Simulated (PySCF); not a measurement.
Species: TiF4 (singlet state).
SMILES with atom numbers: `[F:1][Ti:2]([F:3])([F:4])[F:5]`

Theory: MP2 and CCSD/aug-cc-pVDZ in PySCF, restricted Hartree–Fock reference, 9 core orbitals frozen, non-relativistic, gas phase, PBE0-D3(BJ)/def2-SVP geometry.

E(HF) = -1246.50761 Eh.

Q: How large is the problem?

A: 151 basis functions and 58 electrons; 9 orbitals frozen, which leaves o = 20 correlated occupied and v = 122 virtual orbitals. That is o·v = 2440 singles and o·v(o·v + 1)/2 = 2978020 distinct closed-shell doubles amplitudes before symmetry; the costliest CCSD step grows as o²v⁴ = 8.9 × 10^10.

Q: What are the MP2 and CCSD correlation energies?

A: MP2 -1.1898 Eh and CCSD -1.1819 Eh, which gives totals of -1247.69740 and -1247.68952 Eh. That is 0.804 eV for each correlated electron at CCSD (3103 kJ/mol in all, 0.095 % of the total energy); MP2 gives 100.7 % of the CCSD value.

Q: What is the T1 diagnostic?

A: 0.0233, for which the customary limit of 0.02, set for main-group molecules, is no guide with a transition metal. It is the norm of the spatial-orbital singles amplitudes over the root of the number of correlated electrons, so the norm is 0.147.

Connected triples and the basis-set limit are missing.

The job also held the EOM ionisation roots. On an Arm Neoverse V2 with one thread, shared host with 32 logical CPUs at a one-minute load of 22, this took 9.7 min of wall time and 2.8 GiB of memory at its peak.
